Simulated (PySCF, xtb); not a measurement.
HTe, SMILES [TeH], multiplicity 2.

Harmonic wavenumbers (cm⁻¹) from GFN2-xTB (xtb) at its own minimum, in rising order: 1960.

Question: What does PBE0-D3(BJ)/def2-TZVPD (PySCF) give at its own minimum? (An estimate is asked for; the answer gives what the named calculation found.)

Answer: 2157. Paired by order, the mean absolute difference is 197 cm⁻¹ and the zero-point energies are 2.8 and 3.1 kcal/mol.
